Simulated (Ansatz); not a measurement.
Mulliken charges of CH2AlBrS (`[Br][Al]1[CH2][S]1`) from ωB97M-V/def2-TZVPP in Ansatz (PBE0-D4/def2-TZVP geometry).

```tsv
atom	x (Å)	y (Å)	z (Å)	charge (e)
Br1	-1.739	-2.630	0.432	-0.126
Al2	-0.674	-0.747	-0.076	0.380
C3	0.670	0.574	0.167	-0.351
S4	-0.506	0.944	-1.317	-0.166
H5	0.598	1.353	0.921	0.131
H6	1.694	0.441	-0.173	0.131
```

Question: By hand: the dipole of these point charges (1 e Å = 4.8032 D).

Answer: Σ q r = (0.112, -0.076, 0.175) e Å, of length 0.221 e Å = 1.06 D.

Question: How does the dipole of the full density compare? (Estimate.)

Answer: The calculation gave: (0.075, -0.238, 0.273) e Å, 1.78 D; the point charges give 0.60 times that, at 25° from its direction.

Point charges leave out the atoms' own dipoles, such as those of lone pairs, and Mulliken's split depends on the basis, so the two needn't agree.
